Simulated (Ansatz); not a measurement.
Two shapes of singlet Li2F2.

Shape 1:

```xyz
4

Li    1.1079    0.0376   -0.0328
Li   -1.1099    0.0329   -0.0373
F     0.0167    1.3138    0.0420
F     0.0039   -1.3052   -0.0482
```

Shape 2:

```xyz
4

Li    1.0163    0.0000    0.0000
Li   -1.0163    0.0000    0.0000
F     0.0000    1.1891    0.0000
F     0.0000   -1.1891    0.0000
```

Basis set: cc-pVTZ (spherical functions). Frozen core: 2 orbitals. Charge 0, multiplicity 1.

Computed with Ansatz (development build ahead of 0.2.0); each method stands on the lowest determinant of its kind that the runs found.

Which shape is lower in energy, and by how much in each method?

```
 method  E(2) − E(1) (eV)
    RHF             0.540
RHF-MP2             0.643
```

Shape 1 is lower.
